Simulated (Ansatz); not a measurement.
The free Ta atom, lowest solution found in each spin (singlets restricted, other states unrestricted); no spin–orbit coupling, and no relativity up to Kr.

Correlated levels freeze the inner cores; with def2 sets outer-core shells near the valence are correlated too. CBS: X⁻³ extrapolation of the correlation energy, Hartree–Fock from the larger set.

Programs: Ansatz (an electronic-structure program) with Gaussian orbitals. Each number belongs to the level named beside it. In def2 rows elements past Kr take small-core potentials, without spin–orbit coupling.

### Question
Predict the energy of multiplicity 6 less that of multiplicity 4 from CCSD(T)/CBS(def2-TZVPP, def2-QZVPP).

### Answer
1.00 eV

### Question
What is the computed energy of multiplicity 6 less that of multiplicity 4 (PBE0/def2-SVP)?

### Answer
0.43 eV

### Question
What is the computed energy of multiplicity 6 less that of multiplicity 4 (B2PLYP/def2-TZVPP)?

### Answer
1.03 eV
